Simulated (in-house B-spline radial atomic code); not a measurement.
Results of a calculation; reference values are marked as such.
**Making a Troullier-Martins d channel for Ru, r_c = 1.52 bohr**

Ru, [Kr] 4d7 5s1, non-relativistic LDA (VWN5), spherical and spin-unpolarised, from a B-spline radial code for spherical atoms (atomic units). The all-electron 4d level is ε = -0.210376 hartree, its outermost node lies just inside 0.49 bohr and its outer maximum at 1.21 bohr.

Inside r_c the pseudo-orbital is u(r) = r^3 exp(p(r)), with p = c0 + c2 r² + c4 r⁴ + … + c12 r¹². The seven coefficients follow from p and its first four derivatives at r_c, from zero curvature of the screened potential at the origin, c4 = −c2²/(2l + 5), and from the norm inside r_c. At r_c the all-electron orbital has P = 0.7564833, P' = -0.2987536, the screened potential V = -1.802024, V' = 3.088382, V'' = -7.248239, and the norm inside is Q = 0.5068536.

What are p, p' and p'' at r_c?

p = ln(P/r_c^3) = ln(0.7564833/3.51181) = -1.53521. p' = P'/P − 3/r_c = -0.39492 − 1.97368 = -2.36861. The radial equation gives p'' = 2(V − ε) − 2(3) p'/r_c − p'² = -3.18330 − (-9.34977) − 5.61031 = 0.55617. Differentiating, p''' = 2V' + 2(3)p'/r_c² − 2(3)p''/r_c − 2p'p'' = 0.46489, and p'''' = 2V'' − 4(3)p'/r_c³ + 4(3)p''/r_c² − 2(3)p'''/r_c − 2p''² − 2p'p''' = -3.7656.

For a trial c2 the five matching conditions are linear in c0, c6, c8, c10 and c12, and c2 is varied until the norm inside r_c equals Q. The root nearest zero gives:

```tsv
n	c_n
0	1.142063
2	-1.417504
4	-0.2232576
6	0.3800399
8	-0.1652327
10	0.0339319
12	-0.00278239
```

Check c4 and p(r_c), and find the screened pseudopotential at the origin.

−c2²/9 = -0.223258, as listed. The terms c_n r_c^n are 1.14206, -3.27500, -1.19174, 4.68695, -4.70809, 2.23380, -0.42320, which sum to -1.53521. Inverting the radial equation, V_l(r) = ε + 3 p'/r + (p'' + p'²)/2, so V_l(0) = ε + (2l + 3) c2 = -0.210376 + 7 × (-1.4175) = -10.1329 hartree, finite where the all-electron potential diverges.

Orbitals and screened potentials:

| r (bohr) | P | u | V all-electron | V pseudo |
| --- | --- | --- | --- | --- |
| 0.152 | -0.2949 | 0.01065 | -164.7 | -10.13 |
| 0.38 | -0.2321 | 0.1396 | -36.83 | -9.861 |
| 0.608 | 0.2863 | 0.4111 | -15.14 | -8.723 |
| 0.836 | 0.647 | 0.6707 | -7.79 | -6.601 |
| 1.064 | 0.7944 | 0.7981 | -4.459 | -4.307 |
| 1.292 | 0.8077 | 0.8079 | -2.744 | -2.707 |
| 1.52 | 0.7565 | 0.7565 | -1.802 | -1.802 |

Logarithmic derivatives P'/P at R = 1.82 bohr, for energies E around ε:

```csv
E − ε (hartree),all-electron,pseudo
-0.5,0.503711,0.503518
-0.25,0.0739551,0.073877
-0.1,-0.265455,-0.265472
0,-0.544673,-0.544673
0.1,-0.885028,-0.885058
0.25,-1.57334,-1.57364
0.5,-3.81533,-3.81898
```

With P(R) = 0.6549919 and a norm of 0.6571259 inside R, what slope in energy does norm conservation fix?

d(P'/P)/dE = −2 × (norm inside R)/P(R)² = -3.0634 per hartree·bohr at E = ε, for both atoms, since orbital and norm agree at R. Differences over ±0.1 hartree give -3.0979 (all-electron) and -3.0979 (pseudo), which also hold third-order terms. Half a hartree below ε the two curves differ by -0.0002.
